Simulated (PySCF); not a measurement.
## How methods differ on the excitation energy of O

O [He] 2s2 2p4 (3P) → O [He] 2s1 2p5, s spin flipped, as a difference of total energies. Calculation: PySCF 2.14, in aug-cc-pwCVDZ (5s4p2d, 27 functions); no relativity, point nucleus. Correlated levels: valence: 1s2 frozen. The calculations carry no spin-orbit coupling.

| method | excitation energy (eV) |
| --- | --- |
| UHF | 21.437 |
| MP2 (valence) | 19.581 |
| SCS-MP2 (valence) | 19.339 |

Task: How much does correlation contribute at MP2 (valence)?

Result: 19.581 − (21.437) = -1.856 eV, measured against UHF.

The upper determinant mixes two multiplicities, so it lies between the two terms.

The upper state lies above the first ionisation limit, but in LS coupling its spin forbids autoionisation to the ground ion.

The coupled-cluster amplitudes are large for the upper state (T1 above 0.03 or a double amplitude above 0.15), so a single reference is strained.
